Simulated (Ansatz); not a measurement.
Geometry optimisation, RKS B3LYP-D4/6-31G* in Ansatz.

Input file:

```yaml
crystal:
  periodic: [false, false, false]
  atoms:
    - { symbol: Al, position_ang: [0.0, 0.0, 0.0] }
    - { symbol: O, position_ang: [0.0, 0.0, 1.78] }
    - { symbol: Si, position_ang: [-1.3147, -0.4067, 2.7436] }
    - { symbol: H, position_ang: [-2.239, -1.2403, 1.9804] }
    - { symbol: H, position_ang: [-0.8506, -1.1432, 3.9157] }
    - { symbol: H, position_ang: [-1.9987, 0.8095, 3.1733] }
    - { symbol: F, position_ang: [1.4635, 0.0, -0.845] }
    - { symbol: F, position_ang: [-1.4635, 0.0, -0.845] }
basis:
  gaussian: { orbitals: "6-31G*" }
hamiltonian:
  xc: b3lyp
  dispersion: d4
relax:
  f_tol: 0.02
  max_steps: 40
```

Command:

```bash
$ ansatz run input.yaml --threads 1 --pin off --max-ram 2048MiB --backend cpu --events-out ev --progress --plain --runs-dir out
```

Q: Where does it end, and by what steps?

A: The forces met the threshold. The force dipped under the threshold on the way, but the program's further checks kept it going. After 22 steps the energy has fallen by 0.288 eV; O2 moved furthest, 0.87 Å.

```
step  energy less start (eV)  largest force component (eV/Å)  accepted
   0                  0.0000                           1.945       yes
   1                 -0.1491                           1.053       yes
   2                 -0.1293                           0.914        no
   3                 -0.2179                           0.343       yes
   4                 -0.2316                           0.269       yes
   5                 -0.2552                           0.132       yes
   6                 -0.2733                           0.058       yes
   7                 -0.2808                           0.055       yes
   8                 -0.2752                           0.317        no
   9                 -0.2831                           0.081       yes
  10                 -0.2811                           0.189        no
  11                 -0.2848                           0.033       yes
  12                 -0.2857                           0.048       yes
  13                 -0.2853                           0.130        no
  14                 -0.2860                           0.075       yes
  15                 -0.2862                           0.077       yes
  16                 -0.2867                           0.084       yes
  17                 -0.2842                           0.166        no
  18                 -0.2874                           0.009       yes
  19                 -0.2876                           0.016       yes
  20                 -0.2875                           0.035        no
  21                 -0.2876                           0.025       yes
  22                 -0.2877                           0.016       yes
```

```xyz
8
Properties=species:S:1:pos:R:3
Al -0.046 0.027 -0.177
O -0.720 -0.195 1.340
Si -1.400 -0.462 2.816
H -2.525 -1.425 2.692
H -0.390 -1.025 3.752
H -1.915 0.816 3.374
F 1.584 0.055 -0.389
F -0.992 0.228 -1.506
```

Run time: 100 s on 1 thread of Arm Neoverse V1, on a shared host, peak memory 0.18 GiB.
